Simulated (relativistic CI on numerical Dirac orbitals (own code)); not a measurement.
# Sc2+ in a cubic cluster: 2p photoemission with charge transfer

Computed with a charge-transfer multiplet model of a cubic metal-ligand cluster with up to 2 ligand holes, Slater and spin-orbit integrals from Dirac-Coulomb-Breit ions, Slater integrals scaled by 0.9. The ground state mixes d1 with configurations of k ligand holes L, whose averages lie at kΔ + k(k − 1)U_dd/2; a core hole lowers each added d electron by U_cd. 300 K, Lorentzian 0.6 eV and Gaussian 0.8 eV FWHM.

Atomic integrals in eV (Slater integrals scaled, ζ unscaled), ground: F2dd 5.299, F4dd 3.246, zeta_d 0.008; with the core hole: F2dd 5.299, F4dd 3.246, zeta_d 0.020, zeta_core 3.005, F2cd 4.627, G1cd 3.325, G3cd 1.884. Where a configuration has fewer than two d electrons, the dd integrals are those of d2.

Cluster parameters (eV): Δ = 6.5, U_dd = 3.5, U_cd = 4.1, 10Dq = 0.5, 10Dq(ligand) = 0.6, final-state hopping factor = 1.

| Case | n_d | d1 | d2L | d3L2 | S |
| --- | --- | --- | --- | --- | --- |
| V(eg) = 0.35 eV, V(t2g) = -0.18 eV | 1.02 | 0.98 | 0.02 | 0.00 | 0.50 |
| V(eg) = 0.65 eV, V(t2g) = -0.34 eV | 1.05 | 0.95 | 0.05 | 0.00 | 0.50 |
| V(eg) = 1.25 eV, V(t2g) = -0.66 eV | 1.17 | 0.84 | 0.15 | 0.01 | 0.50 |

Weights, n_d and S are thermal averages at 300 K. Binding energies count from the first peak over 30 % of the highest in each spectrum, which can be another peak from case to case. The parameters are a model scan and need not match a compound or its usual spin state. Peaks in eV (height, largest 100):
- V(eg) = 0.35 eV, V(t2g) = -0.18 eV: 0.0 (100), 4.8 (60), 6.7 (15)
- V(eg) = 0.65 eV, V(t2g) = -0.34 eV: 0.0 (100), 2.3 (25), 4.8 (58), 6.7 (15)
- V(eg) = 1.25 eV, V(t2g) = -0.66 eV: 0.0 (100), 2.3 (16), 4.9 (58), 9.7 (5)

For the case V(eg) = 1.25 eV, V(t2g) = -0.66 eV, Δ = 6.5 eV is larger than U_dd = 3.5 eV, the Mott-Hubbard side of the Zaanen-Sawatzky-Allen scheme. With the core hole the average of the configuration with one ligand hole lies at Δ − U_cd = 2.4 eV before mixing: the effective hopping of about 2.9 eV (from the holes of the mixed ground state) is comparable with this gap or larger, so the configurations mix strongly.
